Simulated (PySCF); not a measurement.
C7H4F5N.
InChI=1S/C7H4F5N/c8-6(9,7(10,11)12)5-1-3-13-4-2-5/h1-4H

Torsions of this conformer, `[F:1][C:2]([F:3])([F:4])[C:5]([F:6])([F:7])[c:8]1[cH:9][cH:10][n:11][cH:12][cH:13]1`: F1–C2–C5–F6 178°, C2–C5–C8–C9 89°.

The closed-shell ground state was solved at several levels (PySCF, density fitting, gas phase, non-relativistic). Isolated species at its PBE0-D3(BJ)/def2-SVP geometry (one conformer only).

| level | basis functions | HOMO (eV) | LUMO (eV) | gap (eV) | dipole (D) |
| --- | --- | --- | --- | --- | --- |
| wB97X-D/def2-SVPD | 307 | -9.89 | 0.00 | 9.89 | 0.41 |
| wB97X-D/pcSseg-2 | 524 | -9.87 | 0.05 | 9.92 | 0.36 |
| PBE0/pcSseg-1 | 241 | -7.95 | -1.67 | 6.28 | 0.29 |

Q: What might B3LYP/pcJ-1 (391 basis functions) give for the same quantities?

A: HOMO -7.66 eV, LUMO -1.83 eV, gap 5.83 eV, dipole 0.31 D.

Q: Over all these levels, which gives the widest orbital gap and which the narrowest?

A: wB97X-D/pcSseg-2 (range-separated hybrid) has the widest, 9.92 eV, and B3LYP/pcJ-1 (global hybrid, 20 % exact exchange) the narrowest, 5.83 eV. Functional and basis both differ between the two, so the spread mixes both effects.

Q: How far do the dipole and the HOMO energy spread over the levels?

A: The dipole runs from 0.29 to 0.41 D (mean 0.34 D) and the HOMO from -9.89 to -7.66 eV.
